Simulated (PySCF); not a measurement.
C4H7FO, SMILES CO[C@@H]1C[C@@H]1F.

Coordinates come from a PBE0-D3(BJ)/def2-SVP optimisation. The structure was generated by enumeration; whether it is a known compound was not checked. One conformer was computed; it need not be the lowest.

Method: SMD-ωB97X/6-31G* (PySCF).

Solvation free energies are E(SMD) − E(gas) at the gas-phase geometry, for 1 M in both phases. In vacuum the dipole moment is 2.56 D.

Question: Estimate the solvation free energies in water, N,N-dimethylformamide, tetrahydrofuran. (An estimate is asked for; the answer gives what the named calculation found.)

Answer: 
```json
[
 {"solvent": "water", "ΔG(solv) (kcal/mol)": "-2.7", "its non-electrostatic (CDS) part": "3.9", "dipole (D)": "3.40"},
 {"solvent": "N,N-dimethylformamide", "ΔG(solv) (kcal/mol)": "-4.8", "its non-electrostatic (CDS) part": "-0.1", "dipole (D)": "3.19"},
 {"solvent": "tetrahydrofuran", "ΔG(solv) (kcal/mol)": "-4.6", "its non-electrostatic (CDS) part": "-0.7", "dipole (D)": "3.08"}
]
```
